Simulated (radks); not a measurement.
Results of a calculation; reference values are marked as such.
Ionisation of Rh+, [Kr] 4d8, to Rh2+, [Kr] 4d7, under several functionals. Dirac Kohn-Sham, spin-unpolarised, spherical densities, finite nucleus; open shells fill j = l - 1/2 first; a radial shooting solver on a logarithmic mesh with Libxc functionals.

\begin{tabular}{lrrrrrr}
functional & E(Rh+) (hartree) & Exc (hartree) & IE (eV) & -e(HOMO) (eV) & <r> HOMO (bohr) & IE error (eV) \\ \hline
AM05 & -4780.27467 & -134.18366 & 19.276 & 13.369 & 1.554 & +1.196 \\
OLYP & -4786.61864 & -140.70838 & 19.250 & 13.290 & 1.546 & +1.170 \\
Wu-Cohen GGA & -4784.00860 & -137.96691 & 19.303 & 13.396 & 1.554 & +1.223 \\
LDA (Slater exchange, VWN5 correlation) & -4780.06975 & -133.96290 & 19.557 & 13.657 & 1.558 & +1.477 \\
XLYP & -4785.71729 & -139.67831 & 19.260 & 13.370 & 1.564 & +1.180 \\
RPBE & -4784.98169 & -138.95801 & 19.214 & 13.302 & 1.555 & +1.134 \\
exchange-only B88 & -4783.01719 & -136.94239 & 18.249 & 12.416 & 1.571 & +0.169 \\
exchange-only PBE & -4782.38148 & -136.29121 & 18.276 & 12.450 & 1.575 & +0.196 \\
SOGGA & -4781.95861 & -135.88902 & 19.186 & 13.282 & 1.554 & +1.106 \\
\end{tabular}

NIST Atomic Spectra Database: 18.080 eV (semi-empirical). Closest: exchange-only B88. The Delta-SCF values span 1.31 eV, the total energies 6.55 hartree. The highest occupied level is 4d5/2. Spin polarisation and multiplet splitting are left out, so open shells lie too high by an amount that depends on their filling.

Beside tabulated values, note that spin-unpolarised runs miss the spin-polarisation part of the exchange energy of open shells.
